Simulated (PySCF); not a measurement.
# Which functional comes closest?

Molecule: `O=C(C1CC1)C1CC1`, C$_{7}$H$_{10}$O.

Atoms are numbered as in `[O:1]=[C:2]([CH:3]1[CH2:4][CH2:5]1)[CH:6]1[CH2:7][CH2:8]1`. Hydrogens are named by the atom that carries them. Ha(C4), Ha(C5), Ha(C7), Ha(C8) are cis to C2 on the ring; Hb(C4), Hb(C5), Hb(C7), Hb(C8) are trans to C2 on the ring.

Geometry PBE0-D3(BJ)/def2-SVP throughout; GIAO in PySCF 2.14.0 with density-fitted response routines, gas phase, one conformer, non-relativistic; equivalent atoms averaged; basis pcSseg-1.

Reference values (measured; solution, not stated per compound (mostly CDCl3 or CCl4); Pretsch, Buehlmann, Badertscher, Structure Determination of Organic Compounds, 4th ed. (2009)): δ(H(C3)/H(C6)) = 1.70 ppm. Computed shifts are taken against TMS, calculated as an isolated molecule at each level.

Q: How do the functionals PBE, BLYP, BP86, KT3, PBE0, mPW1PW91, B97-2, BHandHLYP, CAM-B3LYP perform against the reference? Times are CPU seconds on shared hosts with different chips, so compare them loosely; the GGAs took longer than the global hybrids here, which isn't the general rule, and the cause wasn't traced.

A: 
```
functional                    kind  H(C3)/H(C6)  abs. error H  core-s
       PBE                     GGA         1.89          0.19      32
      BLYP                     GGA         1.82          0.12      32
      BP86                     GGA         1.87          0.17      31
       KT3                     GGA         1.74          0.04      33
      PBE0           global hybrid         1.80          0.10      24
  mPW1PW91           global hybrid         1.79          0.09      24
     B97-2           global hybrid         1.77          0.07      22
 BHandHLYP           global hybrid         1.65          0.05      20
 CAM-B3LYP  range-separated hybrid         1.75          0.05      30
```

For 1H the closest is KT3 (0.04 ppm, with BHandHLYP, CAM-B3LYP practically level) and the furthest PBE (0.19 ppm). One molecule is a small sample, and vibrational and solvent effects are absent from the calculation.
